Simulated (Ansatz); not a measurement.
Basis sets compared for Cd5NiSe4Cl4. Charge 0, multiplicity 3. Geometry r2SCAN-D4/def2-SVP. Ansatz on 2 threads of AMD EPYC 7R13 on a shared host and a share (18 GiB) of an NVIDIA H100 80GB HBM3; times are rough, and most runs start from earlier orbitals.

```xyz
14

Se   -0.6870   -1.8118   -2.4558
Se    0.1135    2.8259   -0.7417
Se    1.6564   -1.0305    1.0619
Se   -2.7298   -0.3575    1.7818
Ni    1.2891   -1.5326   -1.1610
Cd    2.2135    1.4478    0.2435
Cd   -0.3101    0.7898   -2.2872
Cd   -2.3382   -1.2311   -0.6000
Cd   -1.7037    1.6366    0.5477
Cd   -0.4244   -1.4863    2.5406
Cl    2.3949    0.0749   -2.3372
Cl    4.1754    2.5897    0.8241
Cl   -3.0939    1.0420   -1.7750
Cl   -0.5557   -2.9569    4.3583
```

In the def2 sets Cd takes a core potential; there is no spin–orbit coupling. Single mean-field runs in def2-TZVP are fitted with def2-universal-jkfit. The order of the spin states hangs on the level: the singlet lies 0.39 eV below the triplet at PBE-D4/def2-TZVP, but 0.40 eV above it at PBE0-D4/def2-TZVP. The singlet is doubtful at PBE-D4/def2-TZVP (restricted singlet, unstable towards broken spin symmetry at other levels and untested here). The singlet is doubtful at PBE0-D4/def2-TZVP (restricted singlet, unstable towards broken spin symmetry at other levels and untested here).

Binding counts from free atoms (Se triplet, Ni triplet, Cd singlet, Cl doublet) in the same basis, without a counterpoise term.

```json
{"level": "PBE-D4/def2-SVP", "functions": "386", "energy (Eh)": "-13790.2593", "HOMO (eV)": "-6.14", "LUMO (eV)": "-5.36", "binding per atom (eV)": "2.39", "wall time": "17 s"}
{"level": "PBE0-D4/def2-SVP", "functions": "386", "energy (Eh)": "-13790.6818", "HOMO (eV)": "-7.44", "LUMO (eV)": "-4.21", "binding per atom (eV)": "2.34", "wall time": "28 s"}
```

Task: Estimate the rows for PBE-D4/def2-TZVP, PBE0-D4/def2-TZVP (with forces).

Result: 
| level | functions | energy (Eh) | HOMO (eV) | LUMO (eV) | binding per atom (eV) | wall time |
| --- | --- | --- | --- | --- | --- | --- |
| PBE-D4/def2-TZVP | 585 | -13792.4884 | -6.30 | -5.54 | – | 13 s |
| PBE0-D4/def2-TZVP (with forces) | 585 | -13792.8849 | -7.53 | -4.41 | 2.26 | 30 s |
